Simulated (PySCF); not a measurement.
C3H9Al, triplet, geometry from GFN2-xTB (such geometries of metal compounds can be far from the true shape) (a higher spin typed on purpose: for a closed-shell molecule this is an excited state); DF-CAMB3LYP/6-31G* in PySCF.

Input for PySCF:
```python
from pyscf import gto, scf, dft

mol = gto.Mole()
mol.atom = '''
    Al   -0.512220    0.442929    0.782311
    C    -1.298178   -1.282677   -0.107147
    H    -0.655935   -1.643806   -0.909203
    H    -2.282662   -1.051964   -0.509606
    H    -1.395318   -2.055600    0.652821
    C    -0.156781    1.571042   -0.946740
    H     0.402967    0.999179   -1.685504
    H     0.408781    2.459919   -0.674061
    H    -1.112587    1.871741   -1.371274
    C     1.440134   -0.226245    1.139637
    H     2.048367    0.619967    1.453370
    H     1.876137   -0.673241    0.247274
    H     1.416640   -0.964945    1.938513
'''
mol.basis = '6-31g*'
mol.charge = 0
mol.spin = 2
mol.verbose = 4
mol.build()

mf = dft.UKS(mol)
mf.xc = 'camb3lyp'
mf = mf.density_fit(auxbasis='def2-universal-jkfit')
mf.kernel()
```

The log (banner, timings and long lists left out):

```
PySCF version 2.14.0

[INPUT] verbose = 4
[INPUT] num. atoms = 13
[INPUT] num. electrons = 40
[INPUT] charge = 0
[INPUT] spin (= nelec alpha-beta = 2S) = 2
[INPUT] symmetry False subgroup None
[INPUT] Mole.unit = angstrom
[INPUT] Symbol           X                Y                Z      unit          X                Y                Z       unit  Magmom
[INPUT]  1 Al    -0.512220000000   0.442929000000   0.782311000000 AA   -0.967955515525   0.837014502627   1.478353534235 Bohr   0.0
[INPUT]  2 C     -1.298178000000  -1.282677000000  -0.107147000000 AA   -2.453200880936  -2.423908236279  -0.202478485069 Bohr   0.0
[INPUT]  3 H     -0.655935000000  -1.643806000000  -0.909203000000 AA   -1.239537505517  -3.106343141917  -1.718144661633 Bohr   0.0
[INPUT]  4 H     -2.282662000000  -1.051964000000  -0.509606000000 AA   -4.313606014952  -1.987923852902  -0.963015771435 Bohr   0.0
[INPUT]  5 H     -1.395318000000  -2.055600000000   0.652821000000 AA   -2.636768876676  -3.884521021656   1.233652898365 Bohr   0.0
[INPUT]  6 C     -0.156781000000   1.571042000000  -0.946740000000 AA   -0.296273151535   2.968839110189  -1.789079311171 Bohr   0.0
[INPUT]  7 H      0.402967000000   0.999179000000  -1.685504000000 AA    0.761497267238   1.888174659417  -3.185140941859 Bohr   0.0
[INPUT]  8 H      0.408781000000   2.459919000000  -0.674061000000 AA    0.772484134926   4.648573198614  -1.273790681250 Bohr   0.0
[INPUT]  9 H     -1.112587000000   1.871741000000  -1.371274000000 AA   -2.102484719751   3.537077866120  -2.591332301737 Bohr   0.0
[INPUT] 10 C      1.440134000000  -0.226245000000   1.139637000000 AA    2.721458842674  -0.427541087052   2.153601811421 Bohr   0.0
[INPUT] 11 H      2.048367000000   0.619967000000   1.453370000000 AA    3.870852632597   1.171567836268   2.746471257659 Bohr   0.0
[INPUT] 12 H      1.876137000000  -0.673241000000   0.247274000000 AA    3.545385102163  -1.272241105828   0.467280137726 Bohr   0.0
[INPUT] 13 H      1.416640000000  -0.964945000000   1.938513000000 AA    2.677061617104  -1.823481775268   3.663258658909 Bohr   0.0

nuclear repulsion = 148.947546296046
number of shells = 44
number of NR pGTOs = 168
number of NR cGTOs = 78
basis = 6-31g*
ecp = {}

******** <class 'pyscf.df.df_jk.DFUKS'> ********
method = DFUKS
initial guess = minao
damping factor = 0
level_shift factor = 0
DIIS = <class 'pyscf.scf.diis.CDIIS'>
diis_start_cycle = 1
diis_space = 8
diis_damp = 0
SCF conv_tol = 1e-09
SCF conv_tol_grad = None
SCF max_cycles = 50
direct_scf = False
number electrons alpha = 21  beta = 19
XC library pyscf.dft.libxc version 7.1.2
    S. Lehtola, C. Steigemann, M. J. T. Oliveira, and M. A. L. Marques,  SoftwareX 7, 1–5 (2018)
XC functionals = camb3lyp
    T. Yanai, D. P. Tew, and N. C. Handy,  Chem. Phys. Lett. 393, 51 (2004)
radial grids:
    Treutler-Ahlrichs [JCP 102, 346 (1995); DOI:10.1063/1.469408] (M4) radial grids

becke partition: Becke, JCP 88, 2547 (1988); DOI:10.1063/1.454033
pruning grids: <function nwchem_prune>
grids dens level: 3
symmetrized grids: False
atomic radii adjust function: <function treutler_atomic_radii_adjust>
small_rho_cutoff = 0
Set gradient conv threshold to 3.16228e-05
tot grids = 149808
******** <class 'pyscf.df.df.DF'> ********
auxbasis = def2-universal-jkfit
Create RSH-DF object <pyscf.df.df.DF object> for omega=0.33
******** <class 'pyscf.df.df.DF'> ********
auxbasis = auxmol.basis = def2-universal-jkfit
init E= -361.822961796337

cycle= 1 E= -361.877289394274  delta_E= -0.0543  |g|= 0.283  |ddm|=    2
cycle= 2 E= -361.891644052266  delta_E= -0.0144  |g|= 0.258  |ddm|= 0.53
cycle= 3 E= -361.929135548872  delta_E= -0.0375  |g|= 0.0259  |ddm|= 0.231
cycle= 4 E= -361.929732762828  delta_E= -0.000597  |g|= 0.0152  |ddm|= 0.0611
cycle= 5 E= -361.929917623205  delta_E= -0.000185  |g|= 0.00405  |ddm|= 0.023
cycle= 6 E= -361.929938435048  delta_E= -2.08e-05  |g|= 0.0022  |ddm|= 0.00998
cycle= 7 E= -361.929944599454  delta_E= -6.16e-06  |g|= 0.000916  |ddm|= 0.00434
cycle= 8 E= -361.929946783884  delta_E= -2.18e-06  |g|= 0.000356  |ddm|= 0.00327
cycle= 9 E= -361.929947348199  delta_E= -5.64e-07  |g|= 0.000161  |ddm|= 0.00203
cycle= 10 E= -361.929947452929  delta_E= -1.05e-07  |g|= 9.63e-05  |ddm|= 0.000836
cycle= 11 E= -361.929947500357  delta_E= -4.74e-08  |g|= 8.77e-05  |ddm|= 0.000455
cycle= 12 E= -361.929947548422  delta_E= -4.81e-08  |g|= 8.47e-05  |ddm|= 0.000457
cycle= 13 E= -361.929947582847  delta_E= -3.44e-08  |g|= 8.36e-05  |ddm|= 0.000324
cycle= 14 E= -361.929947719854  delta_E= -1.37e-07  |g|= 8.04e-05  |ddm|= 0.0013
cycle= 15 E= -361.929947984423  delta_E= -2.65e-07  |g|= 6.61e-05  |ddm|= 0.00255
cycle= 16 E= -361.929948486426  delta_E= -5.02e-07  |g|= 7.85e-05  |ddm|= 0.00502
cycle= 17 E= -361.929949686745  delta_E= -1.2e-06  |g|= 0.000101  |ddm|= 0.0132
cycle= 18 E= -361.929950009416  delta_E= -3.23e-07  |g|= 0.000166  |ddm|= 0.00408
cycle= 19 E= -361.929951249345  delta_E= -1.24e-06  |g|= 0.000447  |ddm|= 0.0198
cycle= 20 E= -361.929951270854  delta_E= -2.15e-08  |g|= 0.000432  |ddm|= 0.000215
cycle= 21 E= -361.929951651166  delta_E= -3.8e-07  |g|= 0.000507  |ddm|= 0.00808
cycle= 22 E= -361.929951956069  delta_E= -3.05e-07  |g|= 4.37e-05  |ddm|= 0.00243
cycle= 23 E= -361.929952492574  delta_E= -5.37e-07  |g|= 0.000685  |ddm|= 0.0346
cycle= 24 E= -361.929952638153  delta_E= -1.46e-07  |g|= 0.000476  |ddm|= 0.00503
cycle= 25 E= -361.929952798689  delta_E= -1.61e-07  |g|= 2.17e-05  |ddm|= 0.00105
cycle= 26 E= -361.929952840548  delta_E= -4.19e-08  |g|= 6.16e-05  |ddm|= 0.00562
cycle= 27 E= -361.929952850026  delta_E= -9.48e-09  |g|= 2.62e-05  |ddm|= 0.00365
cycle= 28 E= -361.929952849949  delta_E= 7.67e-11  |g|= 2.39e-05  |ddm|= 0.000868
Extra cycle  E= -361.92995284997  delta_E= -2.11e-11  |g|= 2.64e-05  |ddm|= 5.04e-05
converged SCF energy = -361.92995284997  <S^2> = 2.00875  2S+1 = 3.0058276
```
